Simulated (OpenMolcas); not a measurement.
Nd4+.

* Program: OpenMolcas 26.06
* Method: CASSCF
* Basis: ANO-R3 [9s8p5d5f3g1h]
* Scalar Hamiltonian: X2C, finite nucleus
* Active space: 2 electrons in 7 orbitals (4f)
* State averaging: 2S+1 = 3 even, 21 roots; 2S+1 = 1 even, 28 roots
* Spin-orbit coupling: RASSI with atomic mean-field integrals over the reference wave functions, term energies averaged over their components

Levels without dynamic correlation, in cm-1 above 4f2 3H4:

```tsv
Level	E
4f2 3F2	7759
4f2 1D2	26888
4f2 1I6	32157
4f2 3P0	33454
4f2 1S0	73357
```

On this reference, SS-CASPT2, IPEA 0.25 Eh, imaginary shift 0.1 Eh (closed shells correlated: 5s 5p) puts 4f2 3F2 at 6320 cm-1.

Estimate the other levels at that method by one scale factor, and say how well it serves.

The factor is 6320 / 7759 = 0.815. Scaled values beside those that SS-CASPT2 gives and measured ones (the list in Carvajal Gallego et al., Mon. Not. R. Astron. Soc. 518, 332 (2023)):
```csv
Level,Scaled,SS-CASPT2,Miss (%),Measured
4f2 1D2,21914,22980,-4.6,20551
4f2 1I6,26208,29420,-10.9,26088
4f2 3P0,27265,28660,-4.9,25051
4f2 1S0,59786,61360,-2.6,
```
For these levels the scaled values miss SS-CASPT2 by up to 10.9 %, as correlation changes each term by its own factor, spin-orbit parts do not scale and CASPT2 has its own spread within terms. This holds within one configuration; levels of others move differently, and the target method has errors of its own against measurement.

Term energies are means over components that CASPT2 splits; among the terms shown or strongly mixed into the levels shown the widest spread is 480 cm-1 (4f2 1I, SS-CASPT2). Without dynamic correlation excited terms often stand tens of per cent too high (terms of higher spin than the ground term too low), and those without a measured partner can miss by more than the paired ones (holds for CASSCF). Measured partners are found by configuration, term and J. A level has none where our copy of the source lacks it or the pairing is in doubt (some pairs that miss far off the trend of their configuration count as doubtful), and it then counts in no deviation. Only configurations of the active space appear.
